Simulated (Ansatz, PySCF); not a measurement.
Reaction R1 → P1, each structure at its B3LYP-D3(BJ)/def2-TZVP stationary point, reached from a drawn start; harmonic modes at that level show minima.
R1, C4H4 (SMILES C#CC=C) (charge 0, multiplicity 1):
| atom | x (Å) | y (Å) | z (Å) |
|---|---|---|---|
| C | -1.1485 | 0.7502 | 0.5478 |
| C | -0.5889 | -0.3240 | -0.0113 |
| C | 0.7877 | -0.4309 | -0.3412 |
| C | 1.9484 | -0.5525 | -0.6324 |
| H | -0.5669 | 1.6299 | 0.7896 |
| H | -2.2056 | 0.7692 | 0.7751 |
| H | -1.2011 | -1.1906 | -0.2414 |
| H | 2.9749 | -0.6515 | -0.8864 |
P1, C4H4 (SMILES C=C=C=C) (charge 0, multiplicity 1):
```xyz
8

C      1.89452    -0.29739     0.31499
C      0.61584    -0.09665     0.10240
C     -0.61581     0.09669    -0.10239
C     -1.89450     0.29737    -0.31500
H      2.24223    -0.87343     1.16512
H      2.64818     0.10577    -0.35203
H     -2.24221     0.87348    -1.16509
H     -2.64816    -0.10584     0.35199
```

P less R. No zero-point or thermal terms.

Cores are frozen in the correlated methods.

Codes used: Ansatz (a program for electronic structure) with Gaussian orbitals; PySCF for the D3/D4 terms. No computed number here is a measurement.

```
level                   reaction energy (kcal/mol)
----------------------  --------------------------
HF/cc-pVTZ                                   11.13
HF/cc-pVQZ                                   11.16
SVWN5/def2-TZVPP                              0.38
B97M-V/def2-TZVPP                             2.15
B3LYP/def2-TZVPP                              3.36
PBE0-D3(BJ)/def2-TZVPP                        3.77
B2PLYP/def2-TZVPP                             6.58
CCSD/cc-pVTZ                                   ___
CCSD(T)/cc-pVQZ                                ___
```

Complete the blanks.


- CCSD/cc-pVTZ, reaction energy (kcal/mol): 9.23
- CCSD(T)/cc-pVQZ, reaction energy (kcal/mol): 8.32
